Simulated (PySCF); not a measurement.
Ge(F)2(Br)(OH) (BrF₂GeHO), SMILES [Ge]([F])([Br])([F])[OH]. Atoms are numbered in the order given.

```xyz
6

O      1.6351    -1.2555     0.0000
Ge     0.0054    -0.6502     0.0000
F     -0.8567    -1.2632     1.3540
F     -0.8567    -1.2632    -1.3540
Br     0.0140     1.5945     0.0000
H      1.6776    -2.2205     0.0000
```
Charge 0, spin multiplicity 1.

Geometry optimised at PBE0-D3(BJ)/def2-SVP. The structure was generated by enumeration, and PubChem lists no compound with its InChIKey, so it may never have been made. One conformer was computed; it need not be the lowest.

These are PBE0-D3(BJ)/def2-SVP (PySCF) values and carry that method's errors.

Frequencies are harmonic and unscaled.

Problem. Estimate the vibrational spectrum. (The exact figures need the calculation; the answer reports its results.)

Solution. 
| mode | ν (cm⁻¹) | IR (km/mol) | Raman (Å⁴/amu) | depolarisation | moving atoms (share of kinetic energy) |
|---|---|---|---|---|---|
| 1 | 92 | 69.8 | 2.0 | 0.75 | H 64 %, F 33 % |
| 2 | 154 | 0.3 | 1.0 | 0.73 | O 42 %, F 28 %, Br 13 %, Ge 13 % |
| 3 | 168 | 12.4 | 0.2 | 0.75 | F 46 %, H 26 %, Ge 18 %, Br 11 % |
| 4 | 235 | 30.6 | 3.3 | 0.53 | F 45 %, Br 26 %, O 22 % |
| 5 | 247 | 24.3 | 0.9 | 0.75 | F 76 %, Ge 18 % |
| 6 | 259 | 69.2 | 1.1 | 0.75 | O 53 %, F 26 %, Ge 14 % |
| 7 | 353 | 75.8 | 3.8 | 0.07 | Ge 52 %, Br 35 % |
| 8 | 727 | 60.9 | 10.7 | 0.00 | F 68 %, O 21 %, Ge 10 % |
| 9 | 762 | 84.5 | 1.9 | 0.75 | F 75 %, Ge 25 % |
| 10 | 785 | 117.2 | 3.7 | 0.43 | O 60 %, Ge 24 %, F 15 % |
| 11 | 903 | 79.4 | 1.6 | 0.74 | H 90 % |
| 12 | 3879 | 147.8 | 125.9 | 0.29 | H 94 % |
